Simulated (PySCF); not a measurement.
PySCF input for WBr₄, SMILES [Br][W]([Br])([Br])[Br] (connectivity only; charge and spin as stated), neutral, multiplicity 3, C-PCM-PBE0/def2-SVP. The structure is a stationary point at B3LYP-D3(BJ)/def2-SVP. The multiplicity is an assumed one; other spin states were not compared. The def2 effective core potentials stand for the cores of W; spin–orbit coupling is left out.

```python
import numpy as np
from pyscf import gto, scf, dft
from pyscf.solvent import pcm

mol = gto.M(
    atom='''
    W    -0.00000000    0.00000000    0.00000000
    Br    1.39668233    1.39668233   -1.39668233
    Br   -1.39668232    1.39668232    1.39668232
    Br   -1.39668233   -1.39668233   -1.39668232
    Br    1.39668233   -1.39668232    1.39668233
    ''',
    basis='def2-SVP',
    ecp={'W': 'def2-svp'},
    charge=0,
    spin=2,
    max_memory=1600,
    verbose=3,
)
mf = dft.UKS(mol, xc='pbe0').density_fit(auxbasis='def2-universal-jkfit')
mf.grids.level = 3
mf.conv_tol = 1e-9
mf.max_cycle = 100
mf.kernel()
fine, coarse = mf.grids, dft.Grids(mol).set(level=1).build(with_non0tab=True)
for _ in range(3):  # follow internal instabilities
    mf.grids = coarse
    mo, _, stable, _ = mf.stability(return_status=True, nroots=4)
    mf.grids = fine
    if stable:
        break
    mf.kernel(mf.make_rdm1(mo, mf.mo_occ))
res = {}
for name, eps in {'water': 78.355, 'chlorobenzene': 5.6968, 'toluene': 2.3741}.items():
    s = mf.PCM()
    s.with_solvent.method, s.with_solvent.eps, s.with_solvent.lebedev_order = 'C-PCM', eps, 17
    s.kernel(mf.make_rdm1())
    res[name] = (s.e_tot, eps, s.dip_moment(), s.mo_energy, s.converged)
    print(f'{name}: electrostatic solvation free energy {(s.e_tot - mf.e_tot) * 627.509474:.3f} kcal/mol')
```

Program output:

```

WARN: HOMO -0.363662089692675 >= LUMO -0.363662089722152

converged SCF energy = -10361.4476714954  <S^2> = 2.0129176  2S+1 = 3.0085994
<class 'pyscf.df.df_jk.DFUKS'> wavefunction is stable in the internal stability analysis

WARN: PCM is an experimental feature. It is still in testing.
Features and APIs may be changed in the future.

converged SCF energy = -10361.4510160738  <S^2> = 2.0130265  2S+1 = 3.0086718
Dipole moment(X, Y, Z, Debye): -0.00000,  0.00000,  0.00000
water: electrostatic solvation free energy -2.099 kcal/mol

WARN: PCM is an experimental feature. It is still in testing.
Features and APIs may be changed in the future.

converged SCF energy = -10361.4504257578  <S^2> = 2.0130085  2S+1 = 3.0086599
Dipole moment(X, Y, Z, Debye): -0.00000,  0.00000,  0.00000
chlorobenzene: electrostatic solvation free energy -1.728 kcal/mol

WARN: PCM is an experimental feature. It is still in testing.
Features and APIs may be changed in the future.

converged SCF energy = -10361.4495666672  <S^2> = 2.0129798  2S+1 = 3.0086408
Dipole moment(X, Y, Z, Debye): -0.00000,  0.00000,  0.00000
toluene: electrostatic solvation free energy -1.189 kcal/mol
```

The run converged.
